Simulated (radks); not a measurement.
Task: Isoelectronic series with 7 electrons, each ion in its NIST ground configuration. Method: Dirac Kohn-Sham, PBE, spin-unpolarised, spherical densities, point nucleus; open shells are shared between the two j in proportion to 2j + 1; computed with a radial shooting solver on a logarithmic mesh with Libxc functionals. Total energies (hartree) and orbital eigenvalues (eV) (* marks an orbital that is empty in some or all of the ions):

| ion | configuration | E (hartree) | 3p3/2* | 3p1/2* | 3s1/2* | 2p3/2 | 2p1/2 | 2s1/2 |
|---|---|---|---|---|---|---|---|---|
| Pr52+ | [He] 2s2 2p3 | -5658.6403 | -4348.330 | -4497.085 | -4575.836 | -10055.46 | -10585.20 | -10820.98 |
| Nd53+ | [He] 2s2 2p3 | -5866.7263 | -4515.348 | -4675.764 | -4756.375 | -10433.94 | -11004.55 | -11245.89 |
| Sm55+ | [He] 2s2 2p3 | -6296.0290 | -4859.201 | -5045.128 | -5129.534 | -11212.48 | -11872.38 | -12125.08 |
| Eu56+ | [He] 2s2 2p3 | -6517.3465 | -5036.056 | -5235.903 | -5322.245 | -11612.56 | -12321.13 | -12579.64 |
| Gd57+ | [He] 2s2 2p3 | -6743.1782 | -5216.209 | -5430.801 | -5519.108 | -12019.89 | -12779.95 | -13044.37 |
| Tb58+ | [He] 2s2 2p3 | -6973.5795 | -5399.672 | -5629.873 | -5720.173 | -12434.46 | -13249.00 | -13519.42 |
| Dy59+ | [He] 2s2 2p3 | -7208.6076 | -5586.455 | -5833.168 | -5925.491 | -12856.29 | -13728.43 | -14004.95 |
| Ho60+ | [He] 2s2 2p3 | -7448.3219 | -5776.568 | -6040.741 | -6135.116 | -13285.41 | -14218.40 | -14501.13 |
| Er61+ | [He] 2s2 2p3 | -7692.7844 | -5970.022 | -6252.645 | -6349.104 | -13721.83 | -14719.08 | -15008.12 |
| Tm62+ | [He] 2s2 2p3 | -7942.0591 | -6166.828 | -6468.937 | -6567.514 | -14165.57 | -15230.64 | -15526.10 |
| Yb63+ | [He] 2s2 2p3 | -8196.2127 | -6366.998 | -6689.677 | -6790.405 | -14616.64 | -15753.25 | -16055.26 |
| Lu64+ | [He] 2s2 2p3 | -8455.3148 | -6570.543 | -6914.926 | -7017.841 | -15075.06 | -16287.12 | -16595.78 |
| Hf65+ | [He] 2s2 2p3 | -8719.4373 | -6777.475 | -7144.748 | -7249.885 | -15540.86 | -16832.42 | -17147.87 |

Estimate the row of Pm54+ ([He] 2s2 2p3).

Result: E (hartree) -6079.1727; 3p3/2* -4685.635; 3p1/2* -4858.431; 3s1/2* -4940.926; 2p3/2 -10819.61; 2p1/2 -11433.57; 2s1/2 -11680.54.
